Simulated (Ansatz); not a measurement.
`O[Si](O)(O)C12CC3CC(CC(C3)C1)C2`, relaxed as a singlet with RKS PBE-D4/def2-SVP in Ansatz, starting from the GFN2-xTB geometry. Force threshold 0.03 eV/Å.

Start:

```xyz
32

O    -2.843    0.844   -2.035
Si   -2.194   -0.529   -1.446
O    -3.324   -1.273   -0.540
O    -1.848   -1.499   -2.707
C    -0.626   -0.152   -0.412
C     0.452    0.506   -1.283
C     1.703    0.812   -0.460
C     1.346    1.760    0.682
C     0.294    1.101    1.572
C     0.853   -0.198    2.148
C     1.211   -1.142    1.002
C     2.265   -0.488    0.111
C    -0.044   -1.441    0.182
C    -0.955    0.802    0.743
H    -3.443    1.338   -1.485
H    -3.280   -2.219   -0.447
H    -1.515   -1.104   -3.507
H     0.715   -0.160   -2.109
H     0.059    1.430   -1.714
H     2.455    1.284   -1.104
H     2.240    1.992    1.268
H     0.958    2.699    0.280
H     0.031    1.781    2.391
H     0.107   -0.667    2.794
H     1.738    0.011    2.754
H     1.610   -2.078    1.411
H     3.168   -0.282    0.690
H     2.536   -1.165   -0.702
H    -0.789   -1.915    0.825
H     0.197   -2.141   -0.622
H    -1.723    0.355    1.380
H    -1.355    1.737    0.342
```

| step | energy (eV) | largest force component (eV/Å) | SCF passes |
| --- | --- | --- | --- |
| 1 | -24648.4116 | 1.697 | 21 |
| 2 | -24648.6266 | 0.965 | 21 |
| 3 | -24648.6713 | 0.191 | 21 |
| 4 | -24648.6754 | 0.268 | 21 |
| 5 | -24648.6817 | 0.351 | 20 |
| 6 | -24648.6823 | 0.394 | 21 |
| 7 | -24648.6825 | 0.437 | 21 |
| 8 | -24648.6827 | 0.473 | 21 |
| 9 | -24648.6828 | 0.511 | 21 |
| 10 | -24648.6830 | 0.544 | 21 |
| 11 | -24648.6851 | 0.611 | 20 |
| 12 | -24648.6867 | 0.674 | 20 |
| 13 | -24648.6873 | 0.726 | 21 |
| 14 | -24648.7288 | 0.076 | 19 |
| 15 (rejected) | -24648.6341 | 1.366 | 19 |
| 16 | -24648.7381 | 0.101 | 19 |
| 17 | -24648.7402 | 0.032 | 19 |
| 18 | -24648.7404 | 0.004 | 21 |

Force components are those of the run's own axes.

End:

| atom | x (Å) | y (Å) | z (Å) |
| --- | --- | --- | --- |
| O1 | -2.7403 | 0.9116 | -2.0557 |
| Si2 | -2.1303 | -0.5133 | -1.4021 |
| O3 | -3.3049 | -1.2180 | -0.4263 |
| O4 | -1.7565 | -1.5744 | -2.6528 |
| C5 | -0.5951 | -0.1432 | -0.3905 |
| C6 | 0.4797 | 0.5340 | -1.2812 |
| C7 | 1.7416 | 0.8372 | -0.4490 |
| C8 | 1.3738 | 1.7827 | 0.7116 |
| C9 | 0.3181 | 1.1123 | 1.6129 |
| C10 | 0.8863 | -0.2041 | 2.1789 |
| C11 | 1.2533 | -1.1520 | 1.0201 |
| C12 | 2.3080 | -0.4789 | 0.1195 |
| C13 | -0.0090 | -1.4575 | 0.1893 |
| C14 | -0.9454 | 0.8093 | 0.7829 |
| H15 | -3.6749 | 1.0666 | -1.8345 |
| H16 | -3.6225 | -2.0728 | -0.7654 |
| H17 | -1.9774 | -1.2234 | -3.5327 |
| H18 | 0.7336 | -0.1329 | -2.1338 |
| H19 | 0.0726 | 1.4732 | -1.7152 |
| H20 | 2.5027 | 1.3215 | -1.0983 |
| H21 | 2.2811 | 2.0305 | 1.3048 |
| H22 | 0.9786 | 2.7415 | 0.3108 |
| H23 | 0.0536 | 1.7949 | 2.4493 |
| H24 | 0.1372 | -0.6874 | 2.8433 |
| H25 | 1.7837 | 0.0035 | 2.8018 |
| H26 | 1.6628 | -2.1009 | 1.4293 |
| H27 | 3.2342 | -0.2770 | 0.7008 |
| H28 | 2.5908 | -1.1618 | -0.7111 |
| H29 | -0.7722 | -1.9605 | 0.8221 |
| H30 | 0.2375 | -2.1576 | -0.6386 |
| H31 | -1.7238 | 0.3444 | 1.4265 |
| H32 | -1.3771 | 1.7526 | 0.3832 |

By distances, no bond broke or formed. The bond that changes most is Si2–O4, from 1.63 to 1.68 Å (atoms count from 1).

No frequencies were taken in this run, so the end may be a saddle point.

Run time 92 s (6 threads of Intel Xeon on a shared host).
